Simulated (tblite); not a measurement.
Compound: C7H8FNSi.
Geometry (GFN2-xTB, Å), atoms numbered from 1 in this order:
```
atom  x, y, z in Å
F1    -2.0307    2.3935    0.4822
C2    -1.7005    1.0896    0.3876
C3    -2.6281    0.1357    0.7691
C4    -2.2869   -1.2016    0.6520
C5    -1.0473   -1.5645    0.1591
C6    -0.1118   -0.5935   -0.2003
C7     1.2039   -1.0140   -0.7009
N8     2.3024   -0.4207   -0.6129
Si9    2.9926    0.9853    0.0831
C10   -0.4496    0.7521   -0.0888
H11   -3.5938    0.4426    1.1380
H12   -2.9987   -1.9607    0.9391
H13   -0.7887   -2.6089    0.0649
H14    1.1984   -1.9893   -1.1997
H15    2.2469    1.7026    1.1271
H16    3.2086    1.8677   -1.0622
H17    4.2348    0.4677    0.6509
H18    0.2397    1.5228   -0.3941
```

Level: GFN2-xTB in tblite, geometry and Hessian alike; calculated harmonic values, unscaled, isolated species. The method is semi-empirical: single wavenumbers can be off by several per cent or more. Modes of hydrogen on silicon can be 10 to 20 % off. One conformer, not necessarily the lowest.

Harmonic wavenumbers (cm⁻¹): 37.9, 76.7, 108.4, 165.5, 206.3, 227.8, 306.6, 379.8, 413.2, 429.0, 489.3, 512.8, 549.4, 612.3, 633.7, 660.8, 729.2, 756.3, 770.5, 790.6, 814.8, 838.4, 873.6, 889.5, 898.1, 926.2, 974.4, 991.6, 1112.4, 1134.8, 1181.6, 1238.4, 1251.8, 1318.9, 1348.5, 1434.9, 1459.1, 1579.9, 1590.3, 1750.3, 2187.1, 2265.1, 2280.7, 2878.9, 3084.3, 3095.4, 3114.0, 3116.3.

A = 1958, B = 715.3, C = 543.2 MHz; mass 153.041 u (most abundant isotopes); point group C1, symmetry number 1.

Task: What is the zero-point energy?

Result: Half the sum of the wavenumbers: 27243 cm⁻¹ = 325.90 kJ/mol.

Task: Entropy at 298.15 K, 1 bar (ideal gas, RRHO, classical rotation)?

Result: Translation 171.60, rotation 127.30, vibration 120.35: S = 419.2 J/(mol K).

Task: And Cp and H(298.15 K) − H(0)?

Result: Cp = 169.34 J/(mol K), of which vibrations give 136.09 (their classical limit is 48 R = 399.1); H(298.15 K) − H(0) = 29.25 kJ/mol without the zero-point energy, 19.33 from vibrations.

Task: Blend soft modes into free rotors: weight 1/[1 + (100 cm⁻¹/ν̃)⁴] for the oscillator and the rest for a rotor with moment μB/(μ + B), μ = h/(8π²ν), B = 10⁻⁴⁴ kg m². What vibrational entropy results?

Result: 110.46 J/(mol K) in place of 120.35, which changes −T·S at 298.15 K by +2.95 kJ/mol.

Task: What must be added to the electronic energy to get the Gibbs energy at 298.15 K and 1 bar?

Result: ZPE + [H(298.15 K) − H(0)] − T·S = 325.90 + 29.25 − 125.00 = 230.15 kJ/mol.

Task: How do the functions run with temperature in this model?

Result: 
```
T (K)  S (J/(mol K))  Cp (J/(mol K))  H − H(0) (kJ/mol)  G − H(0) (kJ/mol)  ln q(vib)
  150          330.8            96.5               9.56             -40.06       2.92
  250          391.5           145.9              21.65             -76.23       5.43
  400          475.4           213.5              48.82            -141.34       9.37
  600          574.8           276.3              98.27            -246.61      14.69
  900          698.5           332.1             190.36            -438.28      22.20
```

q(vib) and H(0) count from the zero-point level.

Hindered rotation and anharmonicity are outside this model. Other conformers, if any are populated, would add a mixing term that is left out. The structure is chiral; the term R ln 2 for an equal mix with its mirror image is left out.
